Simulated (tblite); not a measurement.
Species: C₇H₁₁OP.
SMILES with atom numbers: `[CH3:1][C@H:2]1[CH:3]=[CH:4][P@@:5]([CH3:6])(=[O:7])[CH:8]=[CH:9]1` (hydrogens: H10, H11, H12 on C1; H13 on C2; H14 on C3; H15 on C4; H16, H17, H18 on C6; H19 on C8; H20 on C9)

Computed with GFN2-xTB (tblite), gas phase: L-BFGS steps from a force-field or distance-geometry start until the largest atomic force falls under 0.01 eV/Å.

Step 30: E = -739.6674 eV
```
atom  x, y, z in Å  |  force x, y, z in eV/Å
C1     -2.7709   -0.2305   -0.2631   -0.017   0.023   0.008
C2     -1.2453   -0.0870   -0.3896    0.076  -0.018  -0.005
C3     -0.7636    1.2135    0.1908    0.040   0.010   0.037
C4      0.4482    1.4329    0.6794    0.047  -0.054   0.016
P5      1.6924    0.1236    0.7818   -0.006   0.008  -0.021
C6      2.6462    0.2342   -0.7851    0.012   0.024  -0.015
O7      2.5446    0.1593    1.9764    0.014   0.024   0.001
C8      0.6756   -1.3588    0.6238    0.054   0.051   0.040
C9     -0.5614   -1.3062    0.1568    0.045  -0.041   0.049
H10    -3.1516    0.4142    0.5240   -0.020   0.000   0.033
H11    -3.0327   -1.2532   -0.0043   -0.072   0.016  -0.041
H12    -3.2790    0.0197   -1.1897    0.000   0.083  -0.014
H13    -0.9788   -0.0488   -1.4543   -0.072  -0.045  -0.112
H14    -1.4884    2.0184    0.1556   -0.007  -0.009   0.032
H15     0.7465    2.3859    1.1012   -0.080  -0.055  -0.027
H16     3.2794   -0.6487   -0.8546   -0.012   0.004  -0.012
H17     1.9999    0.3070   -1.6541   -0.009  -0.052   0.001
H18     3.2820    1.1148   -0.7271    0.021   0.030   0.026
H19     1.1117   -2.2713    1.0123   -0.053   0.050  -0.001
H20    -1.1598   -2.2081    0.1167    0.038  -0.047   0.007
```

Step 31: E = -739.6706 eV
```
atom  x, y, z in Å  |  force x, y, z in eV/Å
C1     -2.7660   -0.2308   -0.2655   -0.030   0.012   0.013
C2     -1.2429   -0.0828   -0.3917    0.107  -0.012   0.015
C3     -0.7662    1.2172    0.1917    0.086   0.043   0.047
C4      0.4460    1.4397    0.6780    0.094  -0.082   0.054
P5      1.6891    0.1290    0.7876    0.011   0.007  -0.074
C6      2.6373    0.2271   -0.7850    0.000  -0.007  -0.012
O7      2.5465    0.1707    1.9783    0.002   0.029   0.009
C8      0.6736   -1.3556    0.6321    0.098   0.082   0.044
C9     -0.5592   -1.3017    0.1549    0.073  -0.067   0.063
H10    -3.1395    0.3801    0.5523   -0.034  -0.018   0.003
H11    -3.0208   -1.2649   -0.0486   -0.106   0.021  -0.043
H12    -3.2784    0.0555   -1.1797   -0.002   0.097   0.012
H13    -0.9729   -0.0427   -1.4548   -0.077  -0.048  -0.135
H14    -1.4894    2.0225    0.1599   -0.045  -0.002   0.014
H15     0.7490    2.3916    1.1005   -0.110  -0.064  -0.036
H16     3.2776   -0.6524   -0.8395   -0.003   0.017  -0.007
H17     1.9832    0.2673   -1.6520    0.035  -0.006   0.033
H18     3.2665    1.1149   -0.7454   -0.026  -0.005   0.000
H19     1.1141   -2.2684    1.0172   -0.083   0.068  -0.006
H20    -1.1529   -2.2054    0.1066    0.010  -0.065   0.005
```

Step 32: E = -739.6752 eV
```
atom  x, y, z in Å  |  force x, y, z in eV/Å
C1     -2.7611   -0.2286   -0.2689   -0.016  -0.005   0.008
C2     -1.2391   -0.0803   -0.3961    0.109   0.000   0.035
C3     -0.7691    1.2192    0.1924    0.126   0.060   0.034
C4      0.4435    1.4454    0.6750    0.125  -0.097   0.094
P5      1.6860    0.1357    0.7929    0.048   0.005  -0.122
C6      2.6277    0.2202   -0.7856   -0.020  -0.061  -0.002
O7      2.5495    0.1864    1.9788   -0.011   0.033   0.022
C8      0.6719   -1.3509    0.6437    0.128   0.102   0.032
C9     -0.5557   -1.2987    0.1537    0.088  -0.072   0.055
H10    -3.1207    0.3422    0.5846   -0.058  -0.042  -0.036
H11    -3.0108   -1.2729   -0.1024   -0.149   0.020  -0.042
H12    -3.2787    0.1026   -1.1660    0.011   0.100   0.064
H13    -0.9686   -0.0409   -1.4593   -0.073  -0.044  -0.122
H14    -1.4924    2.0238    0.1700   -0.079  -0.002  -0.015
H15     0.7482    2.3957    1.0992   -0.128  -0.051  -0.029
H16     3.2756   -0.6549   -0.8229    0.020   0.025   0.000
H17     1.9643    0.2201   -1.6484    0.092   0.071   0.063
H18     3.2495    1.1156   -0.7641   -0.087  -0.047  -0.043
H19     1.1171   -2.2632    1.0252   -0.104   0.074  -0.001
H20    -1.1422   -2.2058    0.0951   -0.021  -0.070   0.007
```

**Question.** Estimate the geometry and energy of step 33. (The exact step hangs on the optimiser's Hessian estimate; all steps are aligned on step 32, rigid shifts and turns removed.)

**Answer.** E = -739.6807 eV, largest force 0.187 eV/Å
```
atom  x, y, z in Å  |  force x, y, z in eV/Å
C1     -2.7584   -0.2241   -0.2717    0.043  -0.018  -0.005
C2     -1.2354   -0.0813   -0.4012    0.068   0.005   0.036
C3     -0.7704    1.2178    0.1924    0.123   0.053  -0.004
C4      0.4426    1.4459    0.6722    0.107  -0.077   0.103
P5      1.6857    0.1408    0.7946    0.081  -0.001  -0.117
C6      2.6220    0.2169   -0.7866   -0.022  -0.105   0.024
O7      2.5527    0.1999    1.9775   -0.012   0.034   0.032
C8      0.6720   -1.3457    0.6538    0.111   0.089  -0.002
C9     -0.5519   -1.2990    0.1541    0.070  -0.045   0.017
H10    -3.1043    0.3182    0.6049   -0.087  -0.040  -0.032
H11    -3.0101   -1.2718   -0.1414   -0.174  -0.022  -0.036
H12    -3.2793    0.1412   -1.1539    0.022   0.104   0.082
H13    -0.9700   -0.0461   -1.4674   -0.054  -0.032  -0.058
H14    -1.4960    2.0209    0.1822   -0.078  -0.019  -0.042
H15     0.7424    2.3955    1.0976   -0.110  -0.012  -0.001
H16     3.2743   -0.6546   -0.8131    0.058   0.010   0.007
H17     1.9530    0.1874   -1.6446    0.112   0.142   0.049
H18     3.2391    1.1166   -0.7739   -0.129  -0.070  -0.087
H19     1.1184   -2.2573    1.0332   -0.093   0.054   0.018
H20    -1.1315   -2.2105    0.0882   -0.037  -0.048   0.015
```

The energy changes by -0.0055 eV. The first-order estimate −F·Δx gives -0.0074 eV and the mean of the old and new forces, exact on a quadratic surface, -0.0055 eV. The step makes an angle of 80° with the force vector and moves no atom by more than 0.040 Å.

The cost below is that of the whole relaxation. Hardware: one thread, Arm Neoverse V1 (aarch64), shared host. Cost: 0.87 s wall.
